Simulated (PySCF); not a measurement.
A structure optimised at r2SCAN-D4/def2-TZVP, used in a PySCF frequency run:

```xyz
3

F      0.0000    -1.2150    -0.4910
S      0.0000     0.0000     0.5524
F      0.0000     1.2150    -0.4910
```
Charge 0, spin multiplicity 1.

### Question
Write its SMILES, formula and point group.

### Answer
FSF, F₂S, C2v

### Question
What are its rotational constants (standard atomic weights)?

### Answer
26.695, 9.0093, 6.7360 GHz
